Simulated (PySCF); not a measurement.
Hg: interval between two levels

Hg [Xe] 4f14 5d10 6s2 → Hg [Xe] 4f14 5d10 6s1 6p1 [3P2, M_J = 2], as a difference of total energies. All numbers are calculated (PySCF 2.14, the two-component X2C-1e Hamiltonian, in x2c-SVPall-2c with one added diffuse shell each of s, p, d type (8s11p10d2f, 105 functions)). Correlated levels: [Kr] 4d10 4f14 frozen; the 22 highest virtual spinors dropped. "Screened" scales the spin-orbit matrix elements by Boettger's factors to mimic the two-electron term; Breit and QED terms are absent.

```json
{"method": "GHF (screened spin-orbit)", "interval between two levels (cm⁻¹)": "32533"}
{"method": "GMP2 (screened spin-orbit)", "interval between two levels (cm⁻¹)": "41554"}
```

The labels give the starting determinants; with spin-orbit coupling the two ends relaxed to ⟨J²⟩ = 0.00, ⟨L²⟩ = 0.15, ⟨S²⟩ = 0.15 and ⟨J²⟩ = 6.01, ⟨L²⟩ = 2.16, ⟨S²⟩ = 2.16.
